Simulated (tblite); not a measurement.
Run record: tight-binding relaxation, `C=CC[Si@H](Cl)CC#N`.

Computed with GFN2-xTB geometry optimisation, gas phase (tblite 0.8.0). Start geometry: from a force field or distance geometry. The input is one job of a driver script: a line of settings, then coordinates in Å.

Command:
```bash
OMP_NUM_THREADS=1 python probes_run.py task.json out
```

Input:
```
{"job": {"kind": "relax", "xc": "GFN2-xTB", "basis": "xTB"}, "charge": 0, "multiplicity": 1}
C      2.367000    -0.492700    -0.132000
C      1.542100     0.529600    -0.465800
C      0.242200     0.350100    -1.167800
Si    -1.290700     0.768600    -0.160600
Cl    -1.280000     2.768300     0.300300
C     -1.355500    -0.199100     1.434600
C     -1.312800    -1.638900     1.190600
N     -1.273700    -2.779800     1.000000
H      2.114000    -1.526400    -0.355600
H      3.302500    -0.307300     0.370700
H      1.859400     1.540800    -0.224600
H      0.240000     0.988300    -2.061300
H      0.129100    -0.674400    -1.526200
H     -2.515800     0.530900    -0.957300
H     -2.265700     0.065200     1.990100
H     -0.509700     0.085800     2.088800
```

Output:
```
step      E/eV     max force
  0    -651.66700    2.134
  1    -651.70295    4.049
  2    -651.74379    2.329
  3    -651.76644    1.521
  4    -651.78687    0.327
  5    -651.79117    0.183
  6    -651.79859    0.292
  7    -651.80077    0.144
  8    -651.80223    0.113
  9    -651.80344    0.120
... (67 lines left out)
 77    -651.82454    0.019
 78    -651.82459    0.019
 79    -651.82463    0.017
 80    -651.82468    0.022
 81    -651.82471    0.020
 82    -651.82473    0.013
 83    -651.82474    0.010
 84    -651.82476    0.013
 85    -651.82478    0.012
 86    -651.82479    0.008
```

«max force» is the largest atomic force in eV/Å.

Question: From which step on does the largest force stay under 0.1 eV/Å, and how much energy is left to gain from there?

Answer: From step 54 (0.083 eV/Å), 3.0 meV above the end.

In short: energy lowered by 3.6 kcal/mol over 86 steps; largest atomic force 0.008 eV/Å at the end.

Question: Give the final coordinates.

Answer: 0.213 Å rms from the input after alignment:
```
atom  x, y, z in Å
C1     2.1639   -0.4490    0.0578
C2     1.5003    0.5317   -0.5269
C3     0.2171    0.3462   -1.2724
Si4   -1.2864    0.8179   -0.1914
Cl5   -1.1793    2.7545    0.3817
C6    -1.2156   -0.2380    1.4135
C7    -1.1966   -1.6325    1.1013
N8    -1.1777   -2.7415    0.8212
H9     1.8196   -1.4697    0.0122
H10    3.0789   -0.2753    0.5978
H11    1.8595    1.5503   -0.4628
H12    0.2291    0.9562   -2.1763
H13    0.1175   -0.6965   -1.5753
H14   -2.5517    0.5882   -0.8869
H15   -2.0758   -0.0334    2.0531
H16   -0.3103   -0.0001    1.9772
```

On one thread, Arm Neoverse V1 (aarch64), no GPU, on a shared host, this took 0.72 s.
Labels such as C1 count atoms from 1, the log's own numbers from 0.
